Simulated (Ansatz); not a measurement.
Two isomers of C3H6OSi: A = `C#COC[SiH3]`, B = `OC#CC[SiH3]`.

Program: Ansatz. Geometries: PBE0-D4/def2-TZVP. ΔE: electronic, gas phase. CCSD(T)/CBS is the MP2 limit (def2-TZVPP, def2-QZVPP) plus CCSD(T) − MP2 in def2-TZVPP, frozen cores. Functionals use def2-TZVPP. B3LYP here is the variant with VWN-RPA as its local correlation; programs differ in this. Each species was taken in one conformer, which may not be the lowest.

Task: Which is lower in electronic energy at CCSD(T)/CBS, and by how much? (Estimate.)

Result: Computed: B, by 72.4 kJ/mol.

Task: Give E(B) − E(A) in kJ/mol with B3LYP-D4, ωB97M-V, CCSD(T)/def2-SVP, BLYP-D4, CCSD/def2-TZVPP, B3LYP, LDA (SPW92). (An estimate is asked.)

Result: Ansatz gave: B3LYP-D4 -68.2, ωB97M-V -72.0, CCSD(T)/def2-SVP -72.5, BLYP-D4 -63.4, CCSD/def2-TZVPP -72.5, B3LYP -70.4, LDA (SPW92) -79.8. None reverses the order clearly.

Task: Does the order hold for the free energy at 298.15 K (harmonic terms from PBE0-D4)? (An estimate is asked.)

Result: Ansatz gave: Yes: G(B) − G(A) = -69.8 kJ/mol, for one conformer each. Modes under 60 cm⁻¹, often nearly free rotors, make the harmonic entropy too high.

Largest T1 diagnostic: 0.013.

From BLYP to BHLYP (50 % exact exchange), in def2-TZVPP and without D4, E(B) − E(A) moves by −6.2 kJ/mol. Leaving LDA and LC-ωPBE aside and taking each functional with its dispersion term where it has one, the values, not all of them listed here, spread over 17.5 kJ/mol, from PBE-QIDH to BLYP-D4. LDA lies −3.7 kJ/mol from PBE without D4.
